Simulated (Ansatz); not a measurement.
Cartesian coordinates in Å:
```
Se 1.529 -0.581 -2.007
C 0.505 -0.192 -0.662
C -0.828 -0.203 -0.073
C 0.371 0.376 0.672
H -1.232 -1.155 0.257
H -1.569 0.482 -0.474
H 0.444 1.454 0.778
H 0.780 -0.183 1.509
```

Charge 0, multiplicity 1.

(1) List the PBE0/def2-TZVPP orbital energies in eV (Ansatz 0.2.0). (Estimate.)

## Answers

(1) Ansatz gave: Occupied: -12361.22, -1584.02, -1421.05, -1421.04, -1420.96, -280.46, -278.98, -278.97, -214.44, -158.01, -158.00, -157.71, -58.08, -58.05, -57.81, -57.81, -57.74, -25.10, -20.09, -17.74, -15.45, -14.13, -12.17, -11.02, -10.31, -9.11, -7.98, -6.03. Lowest empty: -2.39, 1.30, 1.89, 2.09, 2.52, 3.12, 3.40, 4.10.
